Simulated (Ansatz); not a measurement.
Computed with Ansatz on PBE0-D4/def2-TZVP structures; ΔE is electronic, products minus reactants. CCSD(T)/CBS is the MP2 limit (def2-TZVPP, def2-QZVPP) plus CCSD(T) − MP2 in def2-TZVPP, frozen cores. This one scheme is used for every species. Functionals use def2-TZVPP. B3LYP here is the variant with VWN-RPA as its local correlation; programs differ in this. Each species was taken in one conformer, which may not be the lowest.

Reaction (ligand exchange at the Si–C bond): `O[SiH2]C(F)Cl` + `O[SiH2][SiH3]` → `O[SiH2]O[SiH2][SiH3]` + `FCCl`

```tsv
level	ΔE (kJ/mol)	difference from CCSD(T)/CBS
PBE-D4	-127.5	16.4
r2SCAN-D4	-139.8	4.1
PBE0-D4	-136.8	7.1
B3LYP-D4	-144.8	-0.9
ωB97X-V	-141.8	2.1
ωB97M-V	-140.7	3.2
B2PLYP	-146.1	-2.2
PBE	-126.2	17.7
r2SCAN	-139.1	4.8
PBE0	-135.3	8.6
B3LYP	-142.9	1.0
HF/def2-TZVPP	-166.7	-22.8
MP2/def2-TZVPP	-147.9	-4.0
SCS-MP2/def2-TZVPP	-150.7	-6.8
CCSD/def2-TZVPP	-149.2	-5.3
CCSD(T)/def2-TZVPP	-145.8	-1.9
HF/def2-QZVPP	-168.7	-24.8
MP2/def2-QZVPP	-147.5	-3.6
SCS-MP2/def2-QZVPP	-150.3	-6.4
HF/CBS(def2)	-169.0	-25.1
MP2/CBS(def2)	-146.0	-2.1
CCSD/CBS(def2)	-147.3	-3.4
CCSD(T)/CBS	-143.9	0
```

Largest T1 diagnostic among the species: 0.012.

From PBE to PBE0 (25 % exact exchange), in def2-TZVPP and without D4, ΔE moves by −9.1 kJ/mol. In def2-TZVPP, CCSD(T) changes the Hartree–Fock value by +20.9 kJ/mol (the triples alone add +3.4 kJ/mol) and MP2 by +18.8 kJ/mol.
